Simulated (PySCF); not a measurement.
# Working out the ionisation energy of O²⁺

O²⁺ [He] 2s2 2p2 (3P) → O³⁺ [He] 2s2 2p1 (2P). All numbers are calculated (PySCF 2.14, the spin-free X2C one-electron Hamiltonian (Gaussian nucleus), in aug-cc-pCVTZ-DK with one added diffuse shell each of s, p, d, f type (8s7p5d3f, 75 functions)). Frozen: nothing. Energies in hartree (1 hartree = 27.21139 eV):

| part | O²⁺ (lower) | O³⁺ (upper) |
| --- | --- | --- |
| UHF | -73.153806 | -71.148070 |
| MP2 opposite-spin | -0.109737 | -0.104069 |
| MP2 same-spin | -0.018824 | -0.008059 |

Q: What does Hartree-Fock give?

A: (-71.148070) − (-73.153806) = 2.005736 hartree = 54.579 eV.

Q: What do MP2 and SCS-MP2 (6/5 opposite-spin, 1/3 same-spin) give?

A: The opposite-spin parts differ by 0.154 eV and the same-spin parts by 0.293 eV. MP2: 54.579 + (0.154) + (0.293) = 55.026 eV. SCS-MP2: 54.579 + 1.2 × (0.154) + (0.293)/3 = 54.861 eV.

A first-order spin-orbit estimate adds -0.005 eV to MP2 (valence and next inner shell), giving 55.021 eV against 54.936 eV (semi-empirical (NIST evaluation); NIST Atomic Spectra Database, ionization energies).

What remains against the reference includes basis incompleteness and correlation beyond second order.
